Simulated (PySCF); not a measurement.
## Dipole response of Ru (ruthenium, neutral)

[Kr] 4d7 5s1, high-spin 5F determinant. Calculation: PySCF 2.14, in x2c-TZVPPall with one added diffuse shell each of s, p, d, f type (9s7p7d3f1g, 95 functions); scalar relativity by spin-free X2C-1e. Coupled (time-dependent) response in atomic units; α is the mean over directions.

| method | mean α (bohr³) | C₆ (like pair) | S(−4) |
| --- | --- | --- | --- |
| UHF | 92.96 | 891.9 | 7307 |
| PBE | 58.68 | 546.6 | 2101 |
| PBE0 | 62.82 | 582.7 | 2589 |

S(−4) is the Cauchy moment in α(ω) = α(0) + S(−4) ω² + …

Reference α: 72 ± 10 bohr³ (recommended; Schwerdtfeger and Nagle, table of static dipole polarizabilities (2023 update)). Published C₆: 809.0 (Gould and Bucko (2016)).

Spin-orbit coupling is absent.

Hartree-Fock lies above the reference because it lacks correlation, which contracts the outer shell.

α(iu) at PBE:

```tsv
u (hartree)	α(iu) (bohr³)
0	58.68
0.0500	53.98
0.100	44.31
0.200	28.43
0.300	19.90
0.500	12.09
0.750	7.831
1.00	5.613
1.50	3.383
2.00	2.287
3.00	1.246
5.00	0.5334
```

A single London oscillator, α(iu) = α/(1 + u²/ω²), gives C₆ = (3/4) ω α². Matching the computed C₆ needs ω = 4 × 546.6 / (3 × 58.68²) = 0.212 hartree.
